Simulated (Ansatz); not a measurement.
`F[B](F)[SnH3]` + `O[SiH3]` → `FB(F)O[SiH3]` + `[SnH4]`  (cleavage of the B–Sn bond)

Program: Ansatz. Geometries: PBE0-D4/def2-TZVP. ΔE: electronic, gas phase. CCSD(T)/CBS is the MP2 limit (def2-TZVPP, def2-QZVPP) plus CCSD(T) − MP2 in def2-TZVPP, frozen cores. DFT in def2-TZVPP. B3LYP here is the variant with VWN-RPA as its local correlation; programs differ in this. HSE06 is defined as in plane-wave codes. Elements past krypton have def2 core potentials. For Sn outer-core shells are correlated without core-valence functions, which leaves a few kJ/mol of doubt a bond. One conformer a species, not always the lowest.

| level | ΔE (kcal/mol) | difference from CCSD(T)/CBS |
| --- | --- | --- |
| LDA (SPW92) | -33.6 | -0.1 |
| PBE-D4 | -31.2 | 2.3 |
| BLYP-D4 | -33.3 | 0.2 |
| r2SCAN-D4 | -35.1 | -1.6 |
| B97M-V | -38.2 | -4.7 |
| PBE0-D4 | -33.5 | 0.0 |
| B3LYP-D4 | -35.1 | -1.6 |
| r2SCAN0-D4 | -36.3 | -2.8 |
| HSE06-D4 | -33.5 | 0.0 |
| BHLYP-D4 | -37.7 | -4.2 |
| CAM-B3LYP-D4 | -36.4 | -2.9 |
| ωB97X-V | -34.4 | -0.9 |
| ωB97M-V | -34.7 | -1.2 |
| B2PLYP | -35.0 | -1.5 |
| PBE-QIDH | -35.0 | -1.5 |
| PBE | -30.9 | 2.6 |
| revPBE | -30.1 | 3.4 |
| BLYP | -32.8 | 0.7 |
| r2SCAN | -35.0 | -1.5 |
| PBE0 | -33.3 | 0.2 |
| B3LYP | -34.8 | -1.3 |
| r2SCANh | -35.5 | -2.0 |
| r2SCAN0 | -36.2 | -2.7 |
| HSE06 | -33.3 | 0.2 |
| BHLYP | -37.8 | -4.3 |
| CAM-B3LYP | -36.2 | -2.7 |
| LC-ωPBE | -33.9 | -0.4 |
| RPA@PBE/def2-TZVPP | -33.8 | -0.3 |
| HF/def2-SVP | -45.3 | -11.8 |
| MP2/def2-SVP | -41.9 | -8.4 |
| CCSD/def2-SVP | -41.7 | -8.2 |
| CCSD(T)/def2-SVP | -41.3 | -7.8 |
| HF/def2-TZVPP | -41.1 | -7.6 |
| SCS-MP2/def2-TZVPP | -35.3 | -1.8 |
| CCSD/def2-TZVPP | -35.7 | -2.2 |
| CCSD(T)/def2-TZVPP | -34.8 | -1.3 |
| HF/def2-QZVPP | -41.2 | -7.7 |
| SCS-MP2/def2-QZVPP | -34.6 | -1.1 |
| HF/CBS(def2) | -41.3 | -7.8 |
| CCSD/CBS(def2) | -34.3 | -0.8 |
| CCSD(T)/CBS | -33.5 | 0 |

Largest T1 diagnostic among the species: 0.014.

From BLYP to BHLYP (50 % exact exchange), in def2-TZVPP and without D4, ΔE moves by −5.0 kcal/mol. Leaving LDA and LC-ωPBE aside and taking each functional with its dispersion term where it has one, the values spread over 7.1 kcal/mol, from B97M-V to PBE-D4. LDA lies −2.7 kcal/mol from PBE without D4. In def2-TZVPP, CCSD(T) changes the Hartree–Fock value by +6.3 kcal/mol (the triples alone add +0.8 kcal/mol) and MP2 by +6.6 kcal/mol.
